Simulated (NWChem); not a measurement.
System: TiOF2; SMILES [O]=[Ti]([F])[F]

NWChem input:

```
start job
memory heap 200 mb stack 900 mb global 1100 mb
geometry units angstroms noautosym nocenter noautoz
  Ti     0.024679    -0.076325     0.000000
  O      1.581534     0.202415     0.000000
  F     -0.757946     0.135728    -1.574570
  F     -0.757946     0.135728     1.574570
end
basis spherical
  * library def2-svpd
end
dft
  xc xcamb88 1.00 lyp 0.81 vwn_5 0.19 hfexch 1.00
  cam 0.33 cam_alpha 0.19 cam_beta 0.46
  iterations 150
end
property
  response 1 0.0
end
task dft property
```

Excerpt of the output:

```
             Northwest Computational Chemistry Package (NWChem) 7.3.0
             --------------------------------------------------------

                             Geometry "geometry" -> ""
                             -------------------------

 Output coordinates in angstroms (scale by  1.889725989 to convert to a.u.)

  No.       Tag          Charge          X              Y              Z
 ---- ---------------- ---------- -------------- -------------- --------------
    1 Ti                  22.0000     0.02467900    -0.07632500     0.00000000
    2 O                    8.0000     1.58153400     0.20241500     0.00000000
    3 F                    9.0000    -0.75794600     0.13572800    -1.57457000
    4 F                    9.0000    -0.75794600     0.13572800     1.57457000

 Effective nuclear repulsion energy (a.u.)     217.8313414108

                              NWChem Property Module
                              ----------------------

                                 NWChem DFT Module
                                 -----------------

 Summary of "ao basis" -> "ao basis" (spherical)
 ------------------------------------------------------------------------------
       Tag                 Description            Shells   Functions and Types
 ---------------- ------------------------------  ------  ---------------------
 Ti                        def2-svpd                12       34   5s4p2d1f
 O                         def2-svpd                 9       23   4s3p2d
 F                         def2-svpd                 9       23   4s3p2d

            General Information
            -------------------
          SCF calculation type: DFT
          Wavefunction type:  closed shell.
          No. of atoms     :     4
          No. of electrons :    48
           Alpha electrons :    24
            Beta electrons :    24
          Charge           :     0
          Spin multiplicity:     1
          Use of symmetry is: off; symmetry adaption is: off
          Maximum number of iterations: 150
          AO basis - number of functions:   103
                     number of shells:    39
          Convergence on energy requested:  1.00D-06
          Convergence on density requested:  1.00D-05
          Convergence on gradient requested:  5.00D-04

              XC Information
              --------------
                     Hartree-Fock (Exact) Exchange  1.000
                   CAM-Becke88 Exchange Functional  1.000
                      VWN V Correlation Functional  0.190 local
              Lee-Yang-Parr Correlation Functional  0.810

           Range-Separation Parameters
           ---------------------------
           Alpha           :  0.19
           Beta            :  0.46
           Gamma           :  0.33
           Short-Range HF  :     F

             Grid Information
             ----------------
          Grid used for XC integration:  medium
          Radial quadrature: Mura-Knowles
          Angular quadrature: Lebedev.
          Tag              B.-S. Rad. Rad. Pts. Rad. Cut. Ang. Pts.
          ---              ---------- --------- --------- ---------
          Ti                  1.40      112          10.0       590
          O                   0.60       49          10.0       434
          F                   0.50       49          11.0       434
          Grid pruning is: on
          Number of quadrature shells:   259
          Spatial weights used:  Erf1

      Superposition of Atomic Density Guess
      -------------------------------------

 Sum of atomic energies:       -1121.54749973

      Non-variational initial energy
      ------------------------------

 Total energy =   -1121.212603
 1-e energy   =   -1976.419414
 2-e energy   =     637.375469
 HOMO         =      -0.496844
 LUMO         =      -0.105308

   convergence    iter        energy       DeltaE   RMS-Dens  Diis-err
 ---------------- ----- ----------------- --------- --------- ---------
 d= 0,ls=0.0,diis     1  -1123.5829313492 -1.34D+03  4.42D-02  4.52D+00
 d= 0,ls=0.0,diis     2  -1109.9564422725  1.36D+01  3.56D-02  1.26D+02
 d= 0,ls=0.0,diis     3  -1124.0260000988 -1.41D+01  3.44D-03  2.42D+00
 d= 0,ls=0.0,diis     4  -1124.1761611932 -1.50D-01  1.63D-03  4.91D-01
 d= 0,ls=0.0,diis     5  -1124.2088685313 -3.27D-02  1.20D-03  1.45D-01
  Resetting Diis
 d= 0,ls=0.0,diis     6  -1124.2178520842 -8.98D-03  7.34D-04  4.11D-02
 d= 0,ls=0.0,diis     7  -1124.2215912914 -3.74D-03  1.01D-04  4.80D-05
 d= 0,ls=0.0,diis     8  -1124.2215836056  7.69D-06  5.70D-05  1.80D-04
 d= 0,ls=0.0,diis     9  -1124.2215995909 -1.60D-05  2.19D-05  9.95D-06
 d= 0,ls=0.0,diis    10  -1124.2216008498 -1.26D-06  1.49D-05  2.65D-06
 d= 0,ls=0.0,diis    11  -1124.2216013687 -5.19D-07  1.35D-05  3.11D-07
 d= 0,ls=0.0,diis    12  -1124.2216015317 -1.63D-07  2.97D-06  1.78D-08

         Total DFT energy =    -1124.221601531705
      One electron energy =    -1979.139860327916
           Coulomb energy =      708.615908447886
    Exchange-Corr. energy =      -71.528991062518
 Nuclear repulsion energy =      217.831341410844

 Numeric. integr. density =       48.000003138553

                       DFT Final Molecular Orbital Analysis
                       ------------------------------------

 Vector   22  Occ=2.000000D+00  E=-4.460443D-01
              MO Center=  1.2D+00,  1.1D-01,  5.2D-10, r^2= 1.3D+00
   Bfn.  Coefficient  Atom+Function         Bfn.  Coefficient  Atom+Function
  ----- ------------  ---------------      ----- ------------  ---------------
    40      0.491971  2 O  py                43      0.324771  2 O  py
    18      0.300863  1 Ti d -2              39     -0.229624  2 O  px
    42     -0.141791  2 O  px                10     -0.138025  1 Ti py
    23      0.124592  1 Ti d -2              46      0.084247  2 O  py
    63     -0.077459  3 F  py                86     -0.077459  4 F  py

 Vector   23  Occ=2.000000D+00  E=-4.358161D-01
              MO Center=  1.1D+00,  1.8D-01,  2.2D-10, r^2= 1.8D+00
   Bfn.  Coefficient  Atom+Function         Bfn.  Coefficient  Atom+Function
  ----- ------------  ---------------      ----- ------------  ---------------
    39      0.500921  2 O  px                22     -0.315785  1 Ti d  2
    42      0.309342  2 O  px                40      0.224977  2 O  py
     9      0.219520  1 Ti px                 3      0.149154  1 Ti s
    62      0.148260  3 F  px                85      0.148260  4 F  px
    43      0.145693  2 O  py                20      0.142334  1 Ti d  0

 Vector   24  Occ=2.000000D+00  E=-4.226496D-01
              MO Center=  1.1D+00,  1.6D-01,  2.4D-09, r^2= 1.8D+00
   Bfn.  Coefficient  Atom+Function         Bfn.  Coefficient  Atom+Function
  ----- ------------  ---------------      ----- ------------  ---------------
    41      0.555189  2 O  pz                44      0.363793  2 O  pz
    11     -0.177967  1 Ti pz                21     -0.169765  1 Ti d  1
    64      0.166315  3 F  pz                87      0.166315  4 F  pz
    67     -0.129238  3 F  pz                90     -0.129238  4 F  pz
    26     -0.092980  1 Ti d  1              47      0.089510  2 O  pz

 Vector   25  Occ=0.000000D+00  E=-9.869625D-02
              MO Center=  4.2D-02, -4.3D-01, -4.2D-09, r^2= 2.2D+00
   Bfn.  Coefficient  Atom+Function         Bfn.  Coefficient  Atom+Function
  ----- ------------  ---------------      ----- ------------  ---------------
     4      1.047814  1 Ti s                 22     -0.444556  1 Ti d  2
    20     -0.364060  1 Ti d  0              38     -0.355432  2 O  s
     3     -0.339127  1 Ti s                 27     -0.220585  1 Ti d  2
    61     -0.207599  3 F  s                 84     -0.207599  4 F  s
    25     -0.162316  1 Ti d  0               5      0.160319  1 Ti s

 Vector   26  Occ=0.000000D+00  E=-5.944079D-02
              MO Center= -2.2D-02, -1.3D-01,  1.6D-09, r^2= 1.1D+00
   Bfn.  Coefficient  Atom+Function         Bfn.  Coefficient  Atom+Function
  ----- ------------  ---------------      ----- ------------  ---------------
    19      0.781957  1 Ti d -1              24      0.325161  1 Ti d -1
    14     -0.186629  1 Ti pz                63     -0.165672  3 F  py
    86      0.165672  4 F  py                66      0.132745  3 F  py
    89     -0.132745  4 F  py                17     -0.118398  1 Ti pz
    61     -0.090387  3 F  s                 84      0.090387  4 F  s

 Vector   27  Occ=0.000000D+00  E=-3.173374D-02
              MO Center=  1.3D-01, -1.2D-01, -1.5D-09, r^2= 2.0D+00
   Bfn.  Coefficient  Atom+Function         Bfn.  Coefficient  Atom+Function
  ----- ------------  ---------------      ----- ------------  ---------------
    18      0.690846  1 Ti d -2              23      0.301467  1 Ti d -2
    40     -0.249890  2 O  py                16     -0.233666  1 Ti py
    43     -0.227314  2 O  py                13     -0.191975  1 Ti py
    20      0.159645  1 Ti d  0              38      0.151925  2 O  s
    12     -0.131339  1 Ti px                63     -0.114237  3 F  py

     Multipole analysis of the density
     ---------------------------------

     L   x y z        total         alpha         beta         nuclear
     -   - - -        -----         -----         ----         -------
     0   0 0 0     -0.000000    -24.000000    -24.000000     48.000000

     1   1 0 0     -0.389578      0.228338      0.228338     -0.846253
     1   0 1 0     -0.796575     -2.650155     -2.650155      4.503735
     1   0 0 1      0.000000      0.000000      0.000000      0.000000

     2   2 0 0    -27.522072    -67.977070    -67.977070    108.432068
     2   1 1 0     -0.349859     -1.367360     -1.367360      2.384860
     2   1 0 1     -0.000000     -0.000000     -0.000000      0.000000
     2   0 2 0    -19.484049    -11.148191    -11.148191      2.812332
     2   0 1 1      0.000000      0.000000      0.000000      0.000000
     2   0 0 2    -28.513595    -93.939513    -93.939513    159.365431

 *** CALLING NEW AORESP DRIVER FOR CLOSED AND OPEN SHELLS ***
 Entering AOResponse driver routine

--------------------------------------------------------------------------------

          -----------------------------------------------
          Solving response equations for perturbing field
          -----------------------------------------------

 number of frequencies:     1
 frequency in a.u.:  0.0000000E+00
 Perturbing field: electric
 Using El. Dipole Length Gauge

 Setting up CPKS with frequency omega =      0.00000000 a.u.

 STATIC response

                                NWChem CPHF Module
                                ------------------

  scftype          =     RHF
  nclosed          =       24
  nopen            =        0
  variables        =     1896
  # of vectors     =        3
  tolerance        = 0.10D-03
  level shift      = 0.00D+00
  max iterations   =       50
  max subspace     =       30

 SCF residual:    5.5433691538143897E-005

Iterative solution of linear equations
  No. of variables     1896
  No. of equations        3
  Maximum subspace       30
        Iterations       50
       Convergence  1.0D-04

   iter   nsub   residual    time
   ----  ------  --------  ---------
     1      3    7.70D+00     117.8
     2      6    4.18D+00     133.1
     3      9    4.51D-01     149.7
     4     12    1.11D-01     164.9
     5     15    2.39D-02     180.4
     6     18    4.52D-03     194.2
     7     21    1.34D-03     207.7
     8     24    3.83D-04     221.4
     9     27    5.53D-05     235.1

 Electric Dipole Response Matrix (nonzero elements):

              1        2        3
    1   37.4286   0.8918   0.0000
    2    0.8917  21.0239  -0.0000
    3    0.0000  -0.0000  32.7050

 ------------------------------------------
 average:        30.38585 + I       0.00000

 DFT Linear Response polarizability / au
 Frequency  =       0.0000000 / au
              X              Y              Z
 -----------------------------------------------
 X      37.4286103      0.8917968      0.0000000
 Y       0.8917471     21.0239358     -0.0000000
 Z       0.0000000     -0.0000000     32.7049926
 -----------------------------------------------
 Eigenvalues =      37.4769481     20.9755980     32.7049926
 Isotropic   =      30.3858462
 Anisotropic =      14.7079028
 -----------------------------------------------

 Magnetic Dipole Response Matrix (nonzero elements):

 Exiting AOResponse driver routine
```

Level: CAM-B3LYP/def2-SVPD. Coordinates come from a PBE0/def2-SVP optimisation.
